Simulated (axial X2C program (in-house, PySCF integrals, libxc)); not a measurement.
Photoelectron levels of InF by EOM-IP-CCSD

Computed with an in-house all-electron X2C program for linear molecules (integrals from PySCF): two-component X2C with atomic mean-field Coulomb and Gaunt terms, Gaussian nuclei, basis In dyall-cv3z, F dyall-av3z with contracted cores.

R = 2.176 Å (1.090 times 1.996 Å, the PBE0 minimum at charge 0 for the lowest determinant).

Vertical ionisation energies of InF to the states of InF⁺:

```
Ω of InF⁺  vertical IE (eV)  above lowest (cm⁻¹)                  ionised spinor  one-hole weight
      1/2            10.292                    0  42% In sσ, 39% F pσ, 15% In pσ             0.96
      3/2            11.510                 9830                        97% F pπ             0.92
      1/2            11.545                10110                        96% F pπ             0.92
      1/2            13.412                25170             57% F pσ, 39% In sσ             0.93
```

**Question.** Take the first Ω = 1/2 and Ω = 3/2 rows of π character: how far apart are they, and which lies lower?

**Answer.** E(3/2) − E(1/2) = 9830 − 10110 = -280 cm⁻¹ at EOM-IP-CCSD: inverted, Ω = 3/2 lower. Splittings at this level can be off by ten to twenty per cent.

This point took 36 s on 1 thread of Intel(R) Xeon(R) Processor @ 2.30GHz (shared host).

Reference electrons by ω block (each with its −ω partner): 1/2: 19, 3/2: 8, 5/2: 2. 20 electrons of InF correlated (inner shells frozen), 94 natural virtual spinors (a truncated set); levels can be off by some tenths of an eV. Roots sought by Ω: (1/2: 4, 3/2: 3, 5/2: 1); the list ends where they run out and leaves out roots under 60 % one-particle weight. The solver can skip a root, and states that need a further excitation, which the method places far too high, are missing though they may lie low or lowest. T1 of the reference 0.017 (Lee–Taylor). Number of frozen shells: In 4 s, 3 p, 1 d; F 1 s.
